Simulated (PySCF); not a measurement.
Spin states and ions at one geometry of [WO3(OH)]−

PySCF 2.14.0, RKS B3LYP, W def2-SVP with ECP60, O def2-SVP, H def2-SVP; non-relativistic Hamiltonian with scalar-relativistic core potentials where named; density fitting; no spin-orbit coupling; singlets restricted, open shells unrestricted. The geometry is relaxed for charge -1, singlet, vacuum:

```xyz
6

W     0.0121   -0.0121   -0.0525
O     0.9454    1.0785    0.9643
O    -1.0785   -0.9454    0.9643
O     1.0756   -1.0756   -0.9620
O    -1.0443    1.0443   -1.3221
H    -1.6692    1.6692   -0.9326
```

Energies count from the relaxed state; an electron taken off or put on is at rest in vacuum. Charges and spins are Mulliken's.

| state | energy (eV) | spin squared | charge on W1 (e) | spin on W1 (e) | dipole about the centre of mass (D) |
| --- | --- | --- | --- | --- | --- |
| charge -1, singlet, vacuum | 0.00 | 0.00 | 0.85 | 0.00 | 3.25 |
| charge -1, triplet, vacuum | 4.98 | 2.03 | 0.70 | 0.54 | 2.12 |

What does the state charge 0, doublet, vacuum give?

energy (eV) 4.86, spin squared 0.79, charge on W1 (e) 1.13, spin on W1 (e) -0.26, dipole about the centre of mass (D) 2.52.

With an electron taken off (doublet) the charges change, summed by element, by W +0.28 e, O +0.68 e, H +0.04 e. The vertical ionisation energy is 4.86 eV, against −ε(HOMO) = 2.43 eV of the relaxed state. The level lies 2.4 eV too high, as is usual for semilocal functionals and global hybrids, which keep a self-interaction error.

Open shells may have lower solutions than those found. The basis has no diffuse functions, which an anion needs.
